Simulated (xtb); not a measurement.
vinyl fluoride (C₂H₃F), singlet, geometry from GFN2-xTB; GFN2-xTB (xtb).

Input for xtb:
```
$ xtb mol.xyz --gfn 2 --grad --json

# file mol.xyz
6

C     -0.00023788     0.43449972     0.00081824
C      1.18088301    -0.14251782    -0.00743430
F     -1.13849945    -0.27602062     0.00639030
H     -0.19582915     1.49728660     0.00400312
H      1.28183807    -1.21329030    -0.01005988
H      2.07661539     0.44829788    -0.01175956
```

### Question
Write the output that xtb gives for this input, abridged.

### Answer

```
   ID    Z sym.   atoms
    1    6 C      1, 2
    2    9 F      3
    3    1 H      4-6

           -------------------------------------------------
          |                Calculation Setup                |
           -------------------------------------------------

           -------------------------------------------------
          |                 G F N 2 - x T B                 |
           -------------------------------------------------

          ...................................................
          :                      SETUP                      :
          :.................................................:
          :  # basis functions                  15          :
          :  # atomic orbitals                  15          :
          :  # shells                            9          :
          :  # electrons                        18          :
          :  max. iterations                   250          :
          :  Hamiltonian                  GFN2-xTB          :
          :  restarted?                      false          :
          :  GBSA solvation                  false          :
          :  PC potential                    false          :
          :  electronic temp.          300.0000000     K    :
          :  accuracy                    1.0000000          :
          :  -> integral cutoff          0.2500000E+02      :
          :  -> integral neglect         0.1000000E-07      :
          :  -> SCF convergence          0.1000000E-05 Eh   :
          :  -> wf. convergence          0.1000000E-03 e    :
          :  Broyden damping             0.4000000          :
          :  net charge                          0          :
          :  unpaired electrons                  0          :
          ...................................................

 iter      E             dE          RMSdq      gap      omega  full diag
   1    -10.5942039 -0.105942E+02  0.510E+00    5.67       0.0  T
   2    -10.6107531 -0.165493E-01  0.356E+00    5.39       1.0  T
   3    -10.6153509 -0.459773E-02  0.200E+00    5.47       1.0  T
   4    -10.6219180 -0.656717E-02  0.455E-01    5.45       1.0  T
   5    -10.6221757 -0.257673E-03  0.831E-02    5.46       1.0  T
   6    -10.6221806 -0.494160E-05  0.271E-02    5.45       1.5  T
   7    -10.6221804  0.224206E-06  0.952E-03    5.45       4.3  T
   8    -10.6221808 -0.427286E-06  0.148E-03    5.45      27.6  T
   9    -10.6221808 -0.266408E-08  0.252E-04    5.45     162.0  T
  10    -10.6221808  0.833555E-10  0.219E-04    5.45     186.6  T

   *** convergence criteria satisfied after 10 iterations ***

         :::::::::::::::::::::::::::::::::::::::::::::::::::::
         ::                     SUMMARY                     ::
         :::::::::::::::::::::::::::::::::::::::::::::::::::::
         :: total energy             -10.501455622128 Eh    ::
         :: gradient norm              0.000029888940 Eh/a0 ::
         :: HOMO-LUMO gap              5.451511136185 eV    ::
         ::.................................................::
         :: SCC energy               -10.622180794962 Eh    ::
         :: -> isotropic ES            0.011415235715 Eh    ::
         :: -> anisotropic ES          0.000203490567 Eh    ::
         :: -> anisotropic XC          0.001638556334 Eh    ::
         :: -> dispersion             -0.001604284186 Eh    ::
         :: repulsion energy           0.120725172834 Eh    ::
         :: add. restraining           0.000000000000 Eh    ::
         :: total charge              -0.000000000000 e     ::
         :::::::::::::::::::::::::::::::::::::::::::::::::::::

           -------------------------------------------------
          |                Property Printout                |
           -------------------------------------------------

    * Orbital Energies and Occupations

         #    Occupation            Energy/Eh            Energy/eV
      -------------------------------------------------------------
         1        2.0000           -0.8197714             -22.3071
         2        2.0000           -0.6438076             -17.5189
         3        2.0000           -0.5867600             -15.9666
         4        2.0000           -0.5563086             -15.1379
         5        2.0000           -0.5282880             -14.3754
         6        2.0000           -0.5253180             -14.2946
         7        2.0000           -0.4834030             -13.1541
         8        2.0000           -0.4627927             -12.5932
         9        2.0000           -0.4265150             -11.6061 (HOMO)
        10                         -0.2261757              -6.1546 (LUMO)
        11                          0.0667099               1.8153
        12                          0.1163244               3.1653
        13                          0.1866762               5.0797
        14                          0.3998132              10.8795
        15                          0.6008499              16.3500
      -------------------------------------------------------------
                  HL-Gap            0.2003393 Eh            5.4515 eV
             Fermi-level           -0.3263453 Eh           -8.8803 eV

     #   Z          covCN         q      C6AA      α(0)
     1   6 C        2.690     0.131    25.113     8.201
     2   6 C        2.836    -0.109    30.751     9.087
     3   9 F        0.787    -0.213    11.374     3.984
     4   1 H        0.926     0.054     2.274     2.358
     5   1 H        0.926     0.075     2.033     2.230
     6   1 H        0.926     0.063     2.165     2.301

 Mol. C6AA /au·bohr⁶  :        332.045463
 Mol. C8AA /au·bohr⁸  :       7322.114174
 Mol. α(0) /au        :         28.161022

Wiberg/Mayer (AO) data.
largest (>0.10) Wiberg bond orders for each atom

 ---------------------------------------------------------------------------
     #   Z sym  total        # sym  WBO       # sym  WBO       # sym  WBO
 ---------------------------------------------------------------------------
     1   6 C    3.885 --     2 C    1.942     3 F    0.977     4 H    0.959
     2   6 C    3.987 --     1 C    1.942     6 H    0.975     5 H    0.970
     3   9 F    1.109 --     1 C    0.977
     4   1 H    0.997 --     1 C    0.959
     5   1 H    0.994 --     2 C    0.970
     6   1 H    0.996 --     2 C    0.975
 ---------------------------------------------------------------------------

Topologies differ in total number of bonds
Writing topology from bond orders to xtbtopo.mol

molecular dipole:
                 x           y           z       tot (Debye)
 q only:        0.624       0.282      -0.003
   full:        0.668       0.358      -0.003       1.926
molecular quadrupole (traceless):
                xx          xy          yy          xz          yz          zz
 q only:       -0.561      -0.655       0.949      -0.000       0.006      -0.388
  q+dip:       -0.884      -1.766       2.157      -0.006       0.017      -1.272
   full:       -1.168      -1.257       1.615       0.002       0.012      -0.447

           -------------------------------------------------
          | TOTAL ENERGY              -10.501455622128 Eh   |
          | GRADIENT NORM               0.000029888940 Eh/α |
          | HOMO-LUMO GAP               5.451511136185 eV   |
           -------------------------------------------------

normal termination of xtb
```
